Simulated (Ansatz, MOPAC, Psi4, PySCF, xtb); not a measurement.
Donor–acceptor adduct: BH3 (SMILES B) (first 4 atoms) with H2O (SMILES O); geometry from B3LYP-D3(BJ)/def2-TZVP, rigid monomers moved along the line of their centres of mass till B1···O5 is 2.42 Å.
(charge 0, multiplicity 1):
| atom | x (Å) | y (Å) | z (Å) |
|---|---|---|---|
| B | 0.2106 | 0.2493 | 0.7896 |
| H | 0.6172 | -0.7672 | 0.2870 |
| H | -0.8529 | 0.6372 | 0.3940 |
| H | 1.0372 | 1.0909 | 1.0056 |
| O | -0.3443 | -0.4656 | 3.0350 |
| H | -0.9991 | -1.1748 | 2.9908 |
| H | 0.4451 | -0.8282 | 3.4581 |

| level | interaction energy (kcal/mol) | minus CCSD(T)/CBS(aug-cc-pVDZ, aug-cc-pVTZ) | cost |
|---|---|---|---|
| AM1 | -4.06 | 6.46 | - |
| PM3 | -10.84 | -0.33 | - |
| PM6 | -6.96 | 3.55 | - |
| PM7 | -5.98 | 4.53 | - |
| GFN1-xTB | -7.62 | 2.90 | - |
| GFN2-xTB | -5.84 | 4.67 | - |
| HF/STO-3G (no counterpoise) | -14.98 | -4.47 | - |
| HF/6-31G* (no counterpoise) | -10.56 | -0.05 | - |
| HF/aug-cc-pVDZ | -7.81 | 2.70 | - |
| HF/aug-cc-pVTZ | -7.77 | 2.74 | - |
| PBE/def2-TZVPPD | -11.75 | -1.24 | ×1 |
| PBE-D3(BJ)/def2-TZVPPD | -12.41 | -1.90 | ×1 |
| PBE-D4/def2-TZVPPD | -12.38 | -1.86 | ×1 |
| BP86/6-31G* (no counterpoise) | -15.04 | -4.53 | - |
| r2SCAN/def2-TZVPPD | -12.15 | -1.64 | ×2 |
| r2SCAN-D4/def2-TZVPPD | -12.32 | -1.81 | ×2 |
| B3LYP/3-21G (no counterpoise) | -24.72 | -14.21 | - |
| B3LYP/6-31G* | -11.98 | -1.47 | - |
| B3LYP/6-31G* (no counterpoise) | -14.08 | -3.57 | - |
| B3LYP/6-311+G** (no counterpoise) | -10.84 | -0.33 | - |
| B3LYP/def2-TZVPPD | -9.97 | 0.54 | ×1 |
| B3LYP-D3(BJ)/def2-TZVPPD | -11.04 | -0.53 | ×1 |
| B3LYP-D4/def2-TZVPPD | -10.96 | -0.44 | ×1 |
| PBE0/def2-TZVPPD | -10.98 | -0.47 | ×1 |
| PBE0-D3(BJ)/def2-TZVPPD | -11.56 | -1.05 | ×1 |
| PBE0-D4/def2-TZVPPD | -11.51 | -1.00 | ×1 |
| M06-2X/6-31G* (no counterpoise) | -14.86 | -4.35 | - |
| wB97X-V/def2-TZVPPD | -11.04 | -0.52 | ×2 |
| MP2/6-31G* | -11.27 | -0.76 | - |
| MP2/6-31G* (no counterpoise) | -13.70 | -3.18 | - |
| MP2/aug-cc-pVDZ | -10.16 | 0.35 | - |
| MP2/aug-cc-pVTZ | -10.42 | 0.10 | - |
| SCS-MP2/aug-cc-pVDZ | -9.51 | 1.00 | - |
| SCS-MP2/aug-cc-pVTZ | -9.70 | 0.81 | - |
| CCSD/aug-cc-pVDZ | -9.68 | 0.83 | - |
| CCSD/aug-cc-pVTZ | -9.87 | 0.64 | - |
| CCSD(T)/aug-cc-pVDZ | -10.08 | 0.44 | ×3 |
| CCSD(T)/aug-cc-pVTZ | -10.37 | 0.14 | ×200* |
| CCSD(T)/CBS(aug-cc-pVDZ, aug-cc-pVTZ) | -10.51 | 0.00 | ×200* |
| SAPT0/jun-cc-pV(D+d)Z | -9.72 | 0.79 | - |

 The comparison column counts from a level with limits of its own.

The rows run from -24.72 (B3LYP/3-21G (no counterpoise)) to -4.06 kcal/mol (AM1). In aug-cc-pVTZ the value moves HF -7.77, MP2 -10.42, CCSD -9.87, CCSD(T) -10.37, a shift of -2.60 from HF to CCSD(T). From aug-cc-pVDZ to aug-cc-pVTZ CCSD(T) changes by -0.29. The dispersion term adds -0.66 in PBE-D3(BJ), -0.62 in PBE-D4, -0.17 in r2SCAN-D4. The 5 functionals in def2-TZVPPD without D3 or D4 span 2.18, from r2SCAN to B3LYP.

Interaction energies are E(AB) − E(A) − E(B) at the monomers' geometry in the complex; basis-set methods are counterpoise corrected. Rows marked so take none.

Frozen-core correlation. CBS: X⁻³ extrapolation of the correlation energy, Hartree–Fock from the larger set. Rows in 3-21G, 6-311+G**, 6-31G*, STO-3G carry no dispersion term and start afresh at each structure (6-31G* with six Cartesian d functions). MP2/6-31G* freezes PySCF's default core. The state reached by AM1, PM3, PM6, PM7 isn't checked; PM7 holds dispersion and hydrogen-bond terms.

Codes used: Ansatz (an electronic-structure program) with Gaussian orbitals; MOPAC for AM1, PM3, PM6, PM7 (differences of heats of formation); Psi4 for SAPT; PySCF for 3-21G rows, 6-311+G** rows, 6-31G* rows, STO-3G rows, the dispersion terms; xtb for the GFN methods. Values without a source in brackets are computed.

Costs are rough ratios of core time to PBE/def2-TZVPPD (about 2.5 s over the structures, on one shared machine); a dash marks a level with no comparable run of its own. A star marks coupled-cluster runs past 200 virtual orbitals, where the program's memory plan changes under this machine's limit, so their costs aren't comparable with smaller runs.
